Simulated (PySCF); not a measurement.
Species: ethylmethylacetylchloride, C₅H₉ClO.
SMILES with atom numbers: `[CH3:1][CH2:2][C@H:3]([CH3:4])[C:5](=[O:6])[Cl:7]` (hydrogens: H8, H9, H10 on C1; H11, H12 on C2; H13 on C3; H14, H15, H16 on C4)

Geometry (GFN2-xTB, Å), atoms numbered from 1 in this order:
```xyz
16
C5H9ClO angstrom
C      1.895    0.690   -0.179
C      0.757   -0.241   -0.580
C     -0.377   -0.250    0.455
C     -1.453   -1.275    0.087
C     -0.992    1.110    0.592
O     -1.039    1.796    1.557
Cl    -1.733    1.690   -0.911
H      2.318    0.393    0.779
H      1.542    1.716   -0.091
H      2.683    0.663   -0.927
H      0.356    0.064   -1.548
H      1.136   -1.260   -0.677
H      0.039   -0.495    1.439
H     -1.862   -1.060   -0.896
H     -1.016   -2.270    0.074
H     -2.261   -1.261    0.814
```

Level of theory: TDDFT CAM-B3LYP/def2-SVPD, vertical, gas phase, core orbitals frozen in the response (PySCF).

Kohn–Sham orbitals with the atoms that hold most of them (Löwdin shares over 4%, at most four atoms; ? is withheld):

```tsv
orbital	ε (eV)	atoms
HOMO-3	-11.21	C3 20%, C2 20%, C1 16%, C4 14%
HOMO-2	-10.71	Cl7 74%, O6 11%, C5 9%
HOMO-1	-10.67	Cl7 72%, C5 8%, C3 4%, O6 4%
HOMO	-9.78	?
LUMO	?	?
LUMO+1	1.11	Cl7 26%, C4 10%, C1 8%, C5 8%
LUMO+2	1.70	Cl7 38%, C1 14%, H10 8%, H8 8%
```

**Question.** Which atoms hold the HOMO, and with what shares?

**Answer.** O6 (bonded to C) 52%; Cl7 (bonded to C) 24%; C5 (bonded to C, Cl and O) 8%; C3 (bonded to 3 C and H) 8%. By element: oxygen 52%, chlorine 24%, carbon 16% or more.

**Question.** Give the leading atoms of the LUMO.

**Answer.** C5 (bonded to C, Cl and O) 40%; O6 (bonded to C) 33%; Cl7 (bonded to C) 12%; C3 (bonded to 3 C and H) 4%. By element: carbon 44% or more, oxygen 33%, chlorine 12%.

**Question.** What is the LUMO energy, and the HOMO–LUMO gap?

**Answer.** ε(LUMO) = 0.11 eV; the gap is 9.89 eV (0.3635 hartree).

**Question.** The HOMO–LUMO gap is 9.89 eV. Where does the response calculation put the lowest singlet, and from which orbitals?

**Answer.** S1 is at 5.07 eV (f = 0.0007), 4.82 eV below the gap, made of HOMO→LUMO (95%). Without the coupling terms of the response equations the lowest excitation would equal the gap.

**Question.** One configuration dominates each of S1 and S2. Which, and how do the shares of the two leading atoms of either orbital change from the occupied to the empty one?

**Answer.** 
- S1 (5.07 eV, f 0.0007), HOMO→LUMO (95%): O6 52% → 33%, Cl7 24% → 12%, C5 8% → 40%; low, almost dark, from the terminal oxygen into the C=O bond, the pattern of n→π*
- S2 (6.77 eV, f 0.0001), HOMO-1→LUMO (83%): Cl7 72% → 12%, C5 8% → 40%, O6 4% → 33%

Löwdin shares depend on the basis, the more so with diffuse functions.

Cost: about 1.9 min of CPU time on one thread; the machine was shared, so the figure is rough.

One conformer stands for the species.
